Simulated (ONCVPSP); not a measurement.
**An all-electron radial function and its pseudo partner (B)**

Columns: radius, all-electron u(r) and pseudo u(r) of the 2s shell (level -19.51 eV) of boron in the configuration [He] 2s2; PBE, scalar-relativistic, ONCV scheme, ONCVPSP 4.0.1.

```json
{"r (bohr)": "0.068", "all-electron": "-0.2385", "pseudo": "0.0235"}
{"r (bohr)": "0.135", "all-electron": "-0.3280", "pseudo": "0.0483"}
{"r (bohr)": "0.202", "all-electron": "-0.3278", "pseudo": "0.0760"}
{"r (bohr)": "0.270", "all-electron": "-0.2727", "pseudo": "0.1081"}
{"r (bohr)": "0.338", "all-electron": "-0.1859", "pseudo": "0.1449"}
{"r (bohr)": "0.405", "all-electron": "-0.0849", "pseudo": "0.1861"}
{"r (bohr)": "0.473", "all-electron": "0.0232", "pseudo": "0.2328"}
{"r (bohr)": "0.540", "all-electron": "0.1287", "pseudo": "0.2831"}
{"r (bohr)": "0.608", "all-electron": "0.2308", "pseudo": "0.3376"}
{"r (bohr)": "0.675", "all-electron": "0.3238", "pseudo": "0.3938"}
{"r (bohr)": "0.742", "all-electron": "0.4080", "pseudo": "0.4509"}
{"r (bohr)": "0.810", "all-electron": "0.4839", "pseudo": "0.5082"}
{"r (bohr)": "0.878", "all-electron": "0.5506", "pseudo": "0.5630"}
{"r (bohr)": "0.945", "all-electron": "0.6073", "pseudo": "0.6129"}
{"r (bohr)": "1.013", "all-electron": "0.6557", "pseudo": "0.6578"}
{"r (bohr)": "1.080", "all-electron": "0.6949", "pseudo": "0.6955"}
{"r (bohr)": "1.148", "all-electron": "0.7263", "pseudo": "0.7264"}
{"r (bohr)": "1.215", "all-electron": "0.7498", "pseudo": "0.7498"}
{"r (bohr)": "1.283", "all-electron": "0.7666", "pseudo": "0.7666"}
{"r (bohr)": "1.350", "all-electron": "0.7768", "pseudo": "0.7768"}
{"r (bohr)": "1.418", "all-electron": "0.7816", "pseudo": "0.7815"}
{"r (bohr)": "1.485", "all-electron": "0.7812", "pseudo": "0.7812"}
{"r (bohr)": "1.553", "all-electron": "0.7764", "pseudo": "0.7764"}
{"r (bohr)": "1.620", "all-electron": "0.7678", "pseudo": "0.7678"}
{"r (bohr)": "1.688", "all-electron": "0.7559", "pseudo": "0.7559"}
{"r (bohr)": "1.755", "all-electron": "0.7413", "pseudo": "0.7413"}
```

Q: How many radial nodes do the two functions have?

A: The all-electron 2s function has n − l − 1 = 1; the pseudo-wave has 0, since the states of the same l below it are removed with the core.

Q: At about which radius was the pseudo-wave matched?

A: 1.35 bohr. The columns agree to 0.0005 from 1.15 bohr on; several derivatives are matched, so the curves merge somewhat inside the radius.

Q: Is the pseudo-wave norm-conserving?

A: Yes: the ONCV scheme keeps the norm inside the radius equal to the all-electron one, which fixes the energy derivative of the logarithmic derivative at the level.
